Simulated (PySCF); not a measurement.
# Diatomics of In with the fourth-period p block

PBE0 with double-zeta basis sets in PySCF, for the lowest determinant that a PBE0 search found; no spin–orbit coupling. De refers to high-spin ground-configuration atoms. A positive dipole means M(−)In(+).

```tsv
M	basis	state (unpaired electrons)	Re (Å)	ωe (cm⁻¹)	De (eV)	μ (D)
Ga	cc-pVDZ-PP	triplet (σ ↑, π ↑)	2.890	138	1.34	0.24
Ge	def2-SVP	quartet (σ ↑, π ↑↑)	2.668	182	2.24	1.95
As	def2-SVP	triplet (π ↑↑)	2.758	180	1.82	1.85
Br	cc-pVDZ-PP	singlet (closed shell)	2.586	218	4.10	3.66
```

The shortest bond is that of InBr (2.586 Å), the longest that of InGa (2.890 Å). InBr is bound most strongly (4.10 eV) and InGa least (1.34 eV).

The rows differ in basis set, which adds steps of its own.

The state changes along the series, so neighbouring rows are not always alike in their bonding.

These are scalar-relativistic numbers at best; spin–orbit coupling would shift them, the dissociation energy most. States were picked by a PBE0 search and need not be the measured ground states.
